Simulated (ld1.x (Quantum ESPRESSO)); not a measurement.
**iridium (Ir): excitation energies, all-electron against PAW**

iridium, PAW, made with ld1.x (Quantum ESPRESSO) 7.5 (PBE, scalar-relativistic). Core [Xe] 4f14, reference 5d7 6s2 6p0. Waves: 6s (bound): rcut 2.30, rcutus 2.50 bohr; 6s channel at 0.7 Ry: rcut 2.30, rcutus 2.50 bohr; 6p (bound, empty): rcut 2.30, rcutus 2.80 bohr; 6p channel at 0.3 Ry: rcut 2.30, rcutus 2.80 bohr; 5d (bound): rcut 1.50, rcutus 1.60 bohr; 5d channel at 2.65 Ry: rcut 1.50, rcutus 1.60 bohr; 5f channel at -0.2 Ry: rcut 2.30, rcutus 2.55 bohr; 5f channel at 2.35 Ry: rcut 2.30, rcutus 2.55 bohr. Local part: all-electron potential smoothed inside 2.35 bohr (lloc = -1). Core correction: a·sin(br)/r model core, default radius (ld1.x builds one for every PAW set, though the input has nlcc=.false.). Augmentation charge: PSQ, inside the norm-conserving radii.

Energies are relative to the spin-unpolarised reference configuration 5d7 6s2 6p0; without spin polarisation the order of configurations can differ from experiment. The frozen-core shift is the all-electron ΔE with the core orbitals held at their reference shape minus the fully relaxed ΔE.

| valence configuration | charge | ΔE all-electron (eV) | error AE − PS (meV) | frozen-core shift (meV) |
| --- | --- | --- | --- | --- |
| 5d6 6s0 6p0 | +3 | 57.889 | -65 | +116 |
| 5d7 6s1.5 6p0 | +0.5 | 4.035 | -0.9 | +1.8 |
| 5d8 6s1 6p0 | 0 | -0.334 | -25 | +28 |
| 5d6 6s2 6p0 | +1 | 12.190 | -34 | +35 |
| 5d7.5 6s1.5 6p0 | 0 | -0.286 | -7.6 | +9.0 |

(1) What are ΔE and the potential's error for 5d7 6s0 6p0?

(2) What are ΔE and the potential's error for 5d7 6s1 6p0?

Answers

(1) ΔE = 27.348 eV all-electron; the error (AE − PS) is +14 meV.

(2) ΔE = 9.879 eV all-electron; the error (AE − PS) is -0.1 meV.
